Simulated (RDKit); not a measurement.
A run for RDKit: UFF on FGeH3O (SMILES [OH][GeH2][F]), a point of a torsion scan.

```python
from rdkit import Chem
from rdkit.Chem import AllChem, rdDetermineBonds

blocks = [
'''6

O     1.23073782   -0.07875169   -0.47652024
Ge   -0.42248973   -0.15270255   -0.03395224
F    -0.82036838    1.45781178    0.50888887
H     1.88943114    0.16421025    0.17224642
H    -0.70289230   -1.00015076    1.16893371
H    -1.16330531   -0.36159002   -1.30414116
''',
]
mol = None
for b in blocks:
    f = Chem.MolFromXYZBlock(b)
    rdDetermineBonds.DetermineBonds(f, charge=0)
    mol = f if mol is None else Chem.CombineMols(mol, f)
Chem.SanitizeMol(mol)
print(Chem.MolToSmiles(Chem.RemoveHs(mol)))
ff = AllChem.UFFGetMoleculeForceField(mol, vdwThresh=100.0, ignoreInterfragInteractions=False)
e = ff.CalcEnergy()
print(f'UFF energy {e:.6f} kcal/mol')
```

Output:

```
[OH][GeH2][F]
UFF energy 10.491353 kcal/mol
```

The run finished.

Cost: about 0.010 core-seconds (a rough figure).
